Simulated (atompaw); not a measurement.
**An all-electron radial function and its pseudo partner (Cu)**

Columns: radius, all-electron u(r) and pseudo u(r) of the 3s shell (level -114.70 eV) of copper in the configuration [Ne] 3s2 3p6 3d10 4s1 4p0; PBE, scalar-relativistic, PAW (atompaw) scheme, atompaw 4.2.0.5.

| r (bohr) | all-electron | pseudo |
| --- | --- | --- |
| 0.062 | 0.0763 | 0.2089 |
| 0.123 | -0.5909 | 0.4080 |
| 0.185 | -0.6685 | 0.5978 |
| 0.246 | -0.3270 | 0.7666 |
| 0.308 | 0.1595 | 0.9151 |
| 0.369 | 0.6055 | 1.0350 |
| 0.431 | 0.9526 | 1.1275 |
| 0.492 | 1.1747 | 1.1883 |
| 0.554 | 1.2920 | 1.2194 |
| 0.615 | 1.3238 | 1.2212 |
| 0.677 | 1.2953 | 1.1961 |
| 0.738 | 1.2280 | 1.1485 |
| 0.800 | 1.1359 | 1.0811 |
| 0.862 | 1.0322 | 0.9994 |
| 0.923 | 0.9269 | 0.9101 |
| 0.985 | 0.8221 | 0.8153 |
| 1.046 | 0.7244 | 0.7225 |
| 1.108 | 0.6328 | 0.6325 |
| 1.169 | 0.5509 | 0.5509 |
| 1.231 | 0.4762 | 0.4762 |
| 1.292 | 0.4112 | 0.4112 |
| 1.354 | 0.3529 | 0.3529 |
| 1.415 | 0.3029 | 0.3029 |
| 1.477 | 0.2587 | 0.2587 |
| 1.538 | 0.2211 | 0.2211 |
| 1.600 | 0.1881 | 0.1881 |

Q: How many radial nodes do the two functions have?

A: The all-electron 3s function has n − l − 1 = 2; the pseudo-wave has 0, since the states of the same l below it are removed with the core.

Q: At about which radius was the pseudo-wave matched?

A: 1.20 bohr. The columns agree to 0.0005 from 1.11 bohr on; several derivatives are matched, so the curves merge somewhat inside the radius.

Q: Is the pseudo-wave norm-conserving?

A: No, it belongs to a PAW set: the norm inside the radius is not constrained, and the difference is carried by the augmentation charge.
